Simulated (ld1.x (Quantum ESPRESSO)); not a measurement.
Which change was made? (Au, PAW)

ld1.x (Quantum ESPRESSO) 7.5 input, shortened:

```
&input
   title='Au', zed=79., rel=1, dft='PBE', iswitch=3,
   config='[Xe] 4f14 5d10 5f-2 6s1 6p0'
 /
 &inputp
   pseudotype=3, lpaw=.true., tm=.true., lloc=-1, rcloc=1.80,
   nlcc=.true., new_core_ps=.true., rcore=0.75,
   which_augfun='PSQ', rmatch_augfun_nc=.true.
 /
8
6S  1  0   1.00   0.00  2.35  2.80  0.0
6S  1  0   0.00   0.40  2.35  2.80  0.0
5P  2  1   6.00   0.00  1.85  2.15  0.0
6P  3  1   0.00   0.00  1.85  2.15  0.0
5D  3  2  10.00   0.00  1.20  1.65  0.0
5D  3  2   0.00   0.10  1.20  1.65  0.0
5F  4  3  -2.00   0.30  1.90  2.40  0.0
5F  4  3  -2.00   1.55  1.90  2.40  0.0
 &test
   configts(1)='5p6 5d10 6s1 6p0'
 /
```

Cutoffs, loose and tight: the cutoffs (Ry, on a coarse ladder) from which the occupation-weighted sum of valence levels, in a spherical-Bessel basis at the reference potential, stays within 10 and 1 mRy of its value at 400 Ry. They do not see the model core or the augmentation charge, which bear on the density cutoff. Test errors are all-electron minus pseudo excitation energies from the reference, over the configurations 5p6 5d10 6s0 6p0; 5p6 5d9 6s0 6p0; 5p6 5d8 6s0 6p0; 5p6 5d9 6s1 6p1; 5p6 5d10 6s0.5 6p0; 5p5 5d10 6s1 6p0; 5p6 5d9 6s1 6p0; variants that change the core or the reference have their own tests. The largest error is taken over the tests solved by every variant that gives reliable tests at all, those not shown here included: 5p6 5d10 6s0 6p0; 5p6 5d10 6s0.5 6p0; 5p6 5d8 6s0 6p0; 5p6 5d9 6s0 6p0; 5p6 5d9 6s1 6p1.

The base gives: outcome: generated; cutoff, loose: 40 Ry; cutoff, tight: 70 Ry; bound ghosts: s; largest test error (meV): +111.

Q: After one change the result is: outcome: generated; cutoff, loose: 40 Ry; cutoff, tight: 70 Ry; bound ghosts: s; largest test error (meV): -67. Which change was it?
A. reference 5p6 5d9.5 6s0 6p0
B. augmentation BESSEL, radius 0.85 bohr
C. waves 5d (bound): rcut 1.20, rcutus 1.92 bohr; 5d channel at 0.1 Ry: rcut 1.20, rcutus 1.92 bohr
D. waves 5p (bound): rcut 1.76, rcutus 1.86 bohr; 6p (bound): rcut 1.76, rcutus 1.86 bohr
E. all radii but the core radius scaled by about 0.86 (s 2.42, p 1.86, d 1.42, f 2.06 bohr, rcut 2.02/1.60/1.04/1.64); local potential all-electron potential smoothed inside 1.54 bohr (lloc = -1)

A: A. The others give: waves 5d (bound): rcut 1.20, rcutus 1.92 bohr; 5d channel at 0.1 Ry: rcut 1.20, rcutus 1.92 bohr → outcome: generated; cutoff, loose: 30 Ry; cutoff, tight: 50 Ry; bound ghosts: s; largest test error (meV): -24 | waves 5p (bound): rcut 1.76, rcutus 1.86 bohr; 6p (bound): rcut 1.76, rcutus 1.86 bohr → outcome: generated, overlap not positive; bound ghosts: s (p not tested, overlap not positive); largest test error (meV): +380 | all radii but the core radius scaled by about 0.86 (s 2.42, p 1.86, d 1.42, f 2.06 bohr, rcut 2.02/1.60/1.04/1.64); local potential all-electron potential smoothed inside 1.54 bohr (lloc = -1) → outcome: generated, overlap not positive; bound ghosts: s (p not tested, overlap not positive); largest test error (meV): -5.9 | augmentation BESSEL, radius 0.85 bohr → outcome: generated; cutoff, loose: 40 Ry; cutoff, tight: 70 Ry; bound ghosts: s; largest test error (meV): +42. A file whose overlap is not positive is unfit for use, and its test errors describe a broken file.
